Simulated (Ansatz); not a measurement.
Spectroscopic constants of RbOs, multiplicity 6 (lowest of 2S+1 = 2, 4, 6 at CCSD(T)/def2-TZVPP on PBE0 minima; our sources give no spin for the ground state, which may be another). No spin–orbit coupling.

The constants come from a fifth-degree fit in 1/R (seven points, main isotopes). Runs in def2 and cc sets follow the lowest solution found near the PBE0 minimum.

Correlated levels freeze the inner cores; with def2 sets outer-core shells near the valence are correlated too.

The values were computed with Ansatz (a first-principles code) with Gaussian orbitals. Each number belongs to the level named beside it. In def2 rows elements past Kr take small-core potentials, without spin–orbit coupling.

```tsv
level	r_e (Å)	ω_e (cm⁻¹)	ω_e x_e (cm⁻¹)	dipole (D)
PBE/def2-TZVPP	4.029	42	0.31	1.70
BHLYP/def2-TZVPP	4.183	32	0.42	0.49
CAM-B3LYP/def2-TZVPP	4.157	32	0.43	0.81
wB97X-V/def2-TZVPP	4.162	34	0.41	1.24
wB97M-V/def2-TZVPP	4.097	…	0.34	2.23
B2PLYP/def2-TZVPP	4.093	35	0.42	-
CCSD/def2-TZVPP	4.124	32	0.49	-
CCSD(T)/def2-TZVPP	…	…	0.49	-
```

Some entries are withheld; supply them.


- CCSD(T)/def2-TZVPP, r_e (Å): 4.063
- CCSD(T)/def2-TZVPP, ω_e (cm⁻¹): 35
- wB97M-V/def2-TZVPP, ω_e (cm⁻¹): 39
